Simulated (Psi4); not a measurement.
H2O2, charge +1, doublet, geometry from GFN2-xTB (a state made from the parent by changing its charge; the spin is typed, not shown lowest); CCSD(T)/cc-pVDZ (Psi4).

The Psi4 input:
```
memory 2 GB

molecule mol {
1 2
  O     0.000290    0.645224   -0.012142
  O    -0.000290   -0.645224    0.012142
  H     0.943111    0.994035   -0.033962
  H    -0.943111   -0.994035    0.033962
}

set basis cc-pvdz
set reference uhf
set cc_type df
set mp2_type df
set scf_type df

energy('ccsd(t)')
print_variables()
```

**Question.** Write the output that Psi4 gives for this input, abridged.

**Answer.** 
```
Traceback (most recent call last):
  File "psi4", line 375, in <module>
  File "<string>", line 28, in <module>
  File "site-packages/psi4/driver/driver.py", line 461, in energy
  File "site-packages/psi4/driver/task_planner.py", line 255, in task_planner
  File "site-packages/psi4/driver/driver_util.py", line 222, in negotiate_derivative_type
  File "site-packages/psi4/driver/driver_util.py", line 344, in highest_analytic_derivative_available

psi4.driver.p4util.exceptions.MissingMethodError: Method=ccsd(t) is not available for any derivative level under conditions CC_TYPE=DF, REFERENCE=UHF, FREEZE_CORE=FALSE, QC_MODULE=(auto). See https://psicode.org/psi4manual/master/introduction.html#ss-ccsd-prt-pr. Or did you mean? ccsd(at) a-ccsd(t) ccsd(t)_l bccd(t) qcisd(t)

Printing out the relevant lines from the Psithon --> Python processed input file:
    core.set_global_option("BASIS", "cc-pvdz")
    core.set_global_option("REFERENCE", "uhf")
    core.set_global_option("CC_TYPE", "df")
    core.set_global_option("MP2_TYPE", "df")
    core.set_global_option("SCF_TYPE", "df")
--> energy('ccsd(t)')
    print_variables()

!----------------------------------------------------------------------------------!
!                                                                                  !
!  Method=ccsd(t) is not available for any derivative level under conditions       !
!     CC_TYPE=DF, REFERENCE=UHF, FREEZE_CORE=FALSE, QC_MODULE=(auto). See          !
!     https://psicode.org/psi4manual/master/introduction.html#ss-ccsd-prt-pr. Or   !
!     did you mean? ccsd(at) a-ccsd(t) ccsd(t)_l bccd(t) qcisd(t)                  !
!                                                                                  !
!----------------------------------------------------------------------------------!
```

The input was rejected before any calculation.
